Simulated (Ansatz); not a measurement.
Energy difference R1 → 3 P1 + P2, each structure at its B3LYP-D3(BJ)/def2-TZVP stationary point, reached from a drawn start (curvature not checked).
P1: H atom, charge 0, multiplicity 2.
P2: N atom, charge 0, multiplicity 4.
R1: NH3 (SMILES N), charge 0, multiplicity 1.

P less R. No zero-point or thermal terms; singlets are restricted closed shells; open shells are unrestricted.

Correlated levels freeze the cores.

The values were computed with Ansatz (a first-principles code) with Gaussian orbitals. Each number belongs to the level named beside it.

Problem. Estimate the reaction energy that CCSD(T)/cc-pVDZ returns for this input.

Solution. 267.0 kcal/mol

Problem. Predict the reaction energy from CAM-B3LYP/def2-TZVPP.

Solution. 300.3 kcal/mol

Problem. Predict the reaction energy from CCSD(T)/cc-pVQZ.

Solution. 293.9 kcal/mol
